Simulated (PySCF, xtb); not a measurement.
SiFClBr₂, SMILES F[Si](Cl)(Br)Br.

GFN2-xTB in xtb at its own geometry gives an orbital gap of 6.23 eV and a dipole moment of 5.01 D.

Coordinates come from a B3LYP-D3(BJ)/def2-SVP optimisation.

Task: What does HF/def2-TZVP in PySCF give? (Estimate from the structure and the level; the computed values follow.)

Result: gap 14.44 eV (levels -11.92 and 2.53 eV), dipole 0.80 D.
